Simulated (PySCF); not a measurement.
## Spinor energies of Xe (xenon, neutral)

Start: [Kr] 4d10 5s1 5p6 6p1; 5s1/2 filled at m_j = +1/2; 6p3/2 filled at m_j = +3/2. Calculated with PySCF 2.14 in x2c-SVPall-2c with one added diffuse shell each of s, p type (7s9p4d, 54 functions): generalised Hartree-Fock with the X2C-1e Hamiltonian and a Gaussian nucleus; one run each with spin-orbit coupling (SO) switched off, then screened by Boettger's factors. This is a chosen level, not necessarily the ground level.

```
spinor shell  electrons  ε, spin-free (eV)  ε, screened SO (eV)  weight of nominal j (screened SO)  rms radius, screened SO (bohr)
       1s1/2          2           -34729.1             -34725.1                              1.000                          0.0305
       2s1/2          2            -5511.7              -5510.5                              1.000                           0.124
       2p1/2          2            -4940.9              -5167.1                              1.000                           0.107
       2p3/2          4            -4940.9              -4839.1                              1.000                           0.112
       3s1/2          2            -1176.5              -1176.1                              1.000                           0.326
       3p1/2          2            -987.60              -1031.7                              1.000                           0.318
       3p3/2          4            -987.60              -967.56                              1.000                           0.330
       3d3/2          4            -707.33              -715.00                              1.000                           0.303
       3d5/2          6            -707.33              -701.86                              1.000                           0.305
       4s1/2          2            -236.04              -235.95                              1.000                           0.762
       4p1/2          2            -173.70              -182.47                              1.000                           0.797
       4p3/2          4            -173.70              -169.68                              1.000                           0.822
       4d3/2          4            -79.325              -80.490                              0.990                           0.945
       4d5/2          6            -79.325              -78.467                              0.993                           0.948
       5s1/2          1            -33.964              -33.962                              1.000                            1.95
       5p1/2          2            -16.337              -18.337                              0.711                            2.28
       5p3/2          4            -16.337              -15.392                              0.856                            2.41
       6p3/2          1             -1.335               -1.290                              1.000                            5.82
```

```tsv
quantity	spin-free	screened SO
E (hartree)	-7440.64784	-7443.01079
M_J	2	2
⟨J²⟩	6.011	6.011
⟨L²⟩	2.000	2.029
⟨S²⟩	2.011	2.042
```

Each row is a mean over spinors that exchange with the open shell spreads, by up to 3.193 eV (5p3/2).

Rows whose weight is well below 1 are mixtures of j = l ± 1/2: exchange outweighs spin-orbit coupling there, and the label is only the starting occupation.

Breit and QED terms are absent; they matter most for the inner s and p1/2 levels.

Densities and radii are taken from the X2C orbitals without a picture-change correction, which distorts them close to the nucleus.

Without spin-orbit coupling the j labels of p, d and f shells carry no meaning; the spin-free column gives the mean over the occupied spinors of each nl shell.
